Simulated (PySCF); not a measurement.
Dipole response of Ba⁺ (barium, charge +1)

[Xe] 6s1, 2S determinant. Computed with PySCF 2.14 in aug-cc-pVQZ-X2C (10s9p7d4f2g, 118 functions), with scalar relativity by spin-free X2C-1e. Coupled (time-dependent) response in atomic units; α is the mean over directions.

```
method  mean α (bohr³)  C₆ (like pair)  S(−4)
revPBE           146.2            1658  17050
```

S(−4) is the Cauchy moment in α(ω) = α(0) + S(−4) ω² + …

α(iu) at revPBE:

```json
{"u (hartree)": "0", "α(iu) (bohr³)": "146.2"}
{"u (hartree)": "0.0500", "α(iu) (bohr³)": "113.7"}
{"u (hartree)": "0.100", "α(iu) (bohr³)": "70.64"}
{"u (hartree)": "0.200", "α(iu) (bohr³)": "32.74"}
{"u (hartree)": "0.300", "α(iu) (bohr³)": "20.61"}
{"u (hartree)": "0.500", "α(iu) (bohr³)": "12.17"}
{"u (hartree)": "0.750", "α(iu) (bohr³)": "7.978"}
{"u (hartree)": "1.00", "α(iu) (bohr³)": "5.710"}
{"u (hartree)": "1.50", "α(iu) (bohr³)": "3.349"}
{"u (hartree)": "2.00", "α(iu) (bohr³)": "2.220"}
{"u (hartree)": "3.00", "α(iu) (bohr³)": "1.221"}
{"u (hartree)": "5.00", "α(iu) (bohr³)": "0.5675"}
```

For an ion, C₆ is the dispersion term alone; charge-induced terms of lower order in 1/R come first.

Spin-orbit coupling, which splits the p, d and f shells strongly at this Z, is absent.
